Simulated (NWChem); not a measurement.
Species: SiNH₃OF₂; SMILES F[Si](F)(O)N

```xyz
8

N      0.2949    -1.6699     0.0035
Si     0.0114     0.0018     0.0000
O      1.3867     0.9005     0.0466
F     -0.8987     0.3809     1.2621
F     -0.8164     0.3902    -1.3149
H      0.6530    -2.1286    -0.8240
H      0.5964    -2.1346     0.8501
H      1.2803     1.8627     0.0435
```
Atoms are numbered in this order, from 1.

This is a stationary point of B3LYP/6-31G* (spherical d) (NWChem), point group Cs. 

### Question
Is it a minimum? If not, what does it relax to?

### Answer
No. It has an imaginary frequency of 123i cm⁻¹. Following that mode (on a finer grid) lowers the energy by 1.0 kcal/mol and ends, with real frequencies alone, at point group C1:
```xyz
8

N      0.4613    -1.6101     0.1410
Si     0.0165     0.0184     0.0792
O      1.3830     0.9180    -0.0236
F     -0.8682     0.3409     1.3741
F     -0.9303     0.4527    -1.1474
H      1.2324    -1.9742    -0.4000
H     -0.1426    -2.3283     0.5142
H      1.2890     1.7720    -0.4680
```
